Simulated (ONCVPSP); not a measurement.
**Fe, ONCV: configuration errors across variants**

iron, optimised norm-conserving Vanderbilt (ONCV), made with ONCVPSP 4.0.1 (PBE, scalar-relativistic). Core [Ar], reference 3d6 4s2. Waves: 4s: rc 2.30 bohr, ncon 3, nbas 7, qcut 2.5 1/bohr, 2 projectors, debl 3.8 Ha; p scattering state at 0.29 Ha: rc 1.70 bohr, ncon 4, nbas 8, qcut 5.5 1/bohr, 2 projectors, debl 1.4 Ha; 3d: rc 1.20 bohr, ncon 5, nbas 10, qcut 15.5 1/bohr, 2 projectors, debl 0.3 Ha. Local part: polynomial inside 1.10 bohr (lpopt 2, dvloc0 1 Ha). Core correction: polynomial model core, fcfact 0.6.

All-electron excitation energies from the reference (eV): (1) 3d6 4s1 8.729; (2) 3d6 4s0 24.932; (3) 3d5 4s0 59.155; (4) 3d5 4s2 4p1 8.747.

A true bound ghost makes a file unfit for plane-wave use even where its test errors are small: the radial tests pick states by their node count and pass the ghost by.

Errors AE − PS in meV (a dash: test not solved or not reliable):

| change | (1) | (2) | (3) | (4) | bound ghosts | GHOST(+) flags above zero |
| --- | --- | --- | --- | --- | --- | --- |
| base | -6.6 | -50 | -246 | -194 | p | s |
| s: debl 0.2 | -7.3 | -50 | -244 | -186 | p | s |
| s: debl 0.6 | -7.3 | -50 | -245 | -188 | p | s |
| s: debl 1.5 | -7.2 | -50 | -246 | -193 | p | s |
| s: debl 2 | -7.1 | -50 | -246 | -195 | p | s |
| s: debl 4.6 | -6.3 | -50 | -246 | -192 | p | s |

Problem. Give the same row for: s: debl 0.4.

Solution. -7.3, -50, -245, -186; bound ghosts: p; GHOST(+) flags above zero: s.
